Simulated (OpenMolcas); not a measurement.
# 4d6 along the 42-electron sequence

- Program: OpenMolcas
- Method: SS-CASPT2, IPEA 0.25 Eh, imaginary shift 0.1 Eh
- Basis: ANO-R2
- Scalar Hamiltonian: X2C, finite nucleus
- Spin-orbit coupling: RASSI with atomic mean-field integrals over the reference wave functions, term energies averaged over their components

Active space for each ion: 6 electrons in 5 orbitals (4d); closed shells correlated by CASPT2: 4s 4p.

Computed levels in cm-1 above 5D4:

| Level | Ru2+ | Rh3+ | Pd4+ | Ag5+ |
| --- | --- | --- | --- | --- |
| 5D3 | 1158 | 1547 | 2050 | 2560 |
| 5D2 | 1845 | 2420 | 3130 | 3830 |
| 5D1 | 2290 | 3010 | 3890 | 4770 |
| 5D0 | 2510 | 3290 | 4240 | 5190 |
| 3P2(1) | 15710 | 17970 | 19760 | 21770 |
| 3H6 | 16080 | 18410 | 20400 | 22570 |
| 3H5 | 16340 | 18690 | 20680 | 22850 |
| 3F3(1) | 17790 | 20510 | 22810 | 25370 |
| 3F2(1) | 18310 | 21180 | 23650 | 26350 |
| weight of 5D in the lowest level (%) | 99 | 98 | 98 | 97 |

Mixed levels, with the weight of the term that names them: Ag5+ 3H5 (73 %), Ag5+ 3F3(1) (74 %).

Measured, with the error of the calculation in %. Measured levels: Ru2+ from Moore, Atomic Energy Levels, vol. III, NSRDS-NBS 35 (1971 reprint of NBS Circular 467, 1958); Ag5+ from the list in Gamrath, thesis, University of Mons (2023).

```json
{"Level": "5D3", "Ru2+": "1159 (-0.1)", "Ag5+": "2692 (-4.9)"}
{"Level": "5D2", "Ru2+": "1826 (+1.0)", "Ag5+": "3953 (-3.2)"}
{"Level": "5D1", "Ru2+": "2266 (+1.2)", "Ag5+": "4941 (-3.5)"}
{"Level": "5D0", "Ru2+": "2476 (+1.3)", "Ag5+": "5380 (-3.5)"}
{"Level": "3P2(1)", "Ru2+": "", "Ag5+": "21042 (+3.5)"}
{"Level": "3H6", "Ru2+": "", "Ag5+": "21512 (+4.9)"}
{"Level": "3H5", "Ru2+": "", "Ag5+": "21812 (+4.8)"}
{"Level": "3F3(1)", "Ru2+": "", "Ag5+": "24441 (+3.8)"}
{"Level": "3F2(1)", "Ru2+": "", "Ag5+": "25306 (+4.1)"}
```

The fine-structure level 5D0 changes by a factor of 2.07 from Ru2+ to Ag5+. Its fourth root runs 7.08, 7.57, 8.07, 8.49, with steps per unit of Z of 0.50, 0.50, 0.42; equal steps would mean a (Z - σ)^4 law with constant σ.

3P2(1) changes by a factor of 1.39 over the same range, with steps per unit of Z of +2260, +1790, +2010 cm-1.

CASPT2 does not keep the components of a term degenerate, so their means are used; among the terms shown or strongly mixed into the levels shown the widest spread is 150 cm-1 (4d6 3F(1), Ru2+). Levels of configurations with an s electron are missing; early in the row they begin among the upper levels of the d shell and mix with terms of their name (holds for Ru2+). Measured partners are found by configuration, term and J. A level has none where our copy of the source lacks it or the pairing is in doubt (some pairs that miss far off the trend of their configuration count as doubtful), and it then counts in no deviation. Only configurations of the active space appear.

A number in round brackets counts repeated terms of one configuration in the order of the reference energies.
